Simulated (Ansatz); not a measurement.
Breaking a bond: B2, triplet.

Methods: UKS-PBE = unrestricted PBE/aug-cc-pVDZ in Ansatz (an electronic-structure program); UKS-PBE0 = unrestricted PBE0/aug-cc-pVDZ (Ansatz); FCI = full CI/aug-cc-pVDZ, frozen core (Ansatz).

Energies relative to the lowest point of each curve near equilibrium, in kJ/mol; the last columns give the error against full CI:

| R / Å | UKS-PBE | UKS-PBE0 | FCI | UKS-PBE − FCI | UKS-PBE0 − FCI |
|---|---|---|---|---|---|
| 1.19 | 388.7 | 371.0 | 433.7 | -45.0 | -62.8 |
| 1.32 | 141.7 | 128.3 | 169.4 | -27.7 | -41.1 |
| 1.37 | 87.2 | 75.9 | 109.1 | -21.8 | -33.1 |
| 1.44 | 37.2 | 29.2 | 51.7 | -14.5 | -22.5 |
| 1.54 | 4.4 | 1.7 | 10.1 | -5.6 | -8.3 |
| 1.58 | 0.4 | 0.0 | 3.0 | -2.6 | -3.0 |
| 1.61 | 0.0 | 1.3 | 0.5 | -0.5 | 0.8 |
| 1.64 | 1.4 | 4.5 | 0.0 | 1.4 | 4.5 |
| 1.72 | 12.0 | 20.0 | 6.4 | 5.6 | 13.6 |
| 1.76 | 20.0 | 30.5 | 12.7 | 7.2 | 17.8 |
| 1.85 | 41.8 | 52.4 | 32.2 | 9.6 | 20.3 |

UKS-PBE is furthest from FCI at 1.19 (-45.0 kJ/mol, below); its mean absolute error over the points is 12.9 kJ/mol.

UKS-PBE0 is furthest from FCI at 1.19 (-62.8 kJ/mol, below); its mean absolute error over the points is 20.7 kJ/mol.

The scan ran from 1.19 to 6.47 Å; beyond the distances shown full CI changes its symmetry label. The unrestricted determinant behind UKS-PBE is spin-contaminated at 1.19 to 1.76 Å (<S²> up to 2.8, against 2.00 for a pure triplet). The unrestricted solution behind UKS-PBE0 changes between 1.76 and 1.85 Å, which can leave a kink. The unrestricted determinant behind UKS-PBE0 is spin-contaminated at 1.19 to 1.76 Å (<S²> up to 2.9, against 2.00 for a pure triplet). Also computed but left out beside FCI, since their determinant holds another spin at the minimum (<S²> over 0.7 above the pure value): UHF, UMP2, UCCSD, UCCSD(T), UCCSDT, UCCSDT(Q), UHF/6-31G*, UHF/STO-3G.
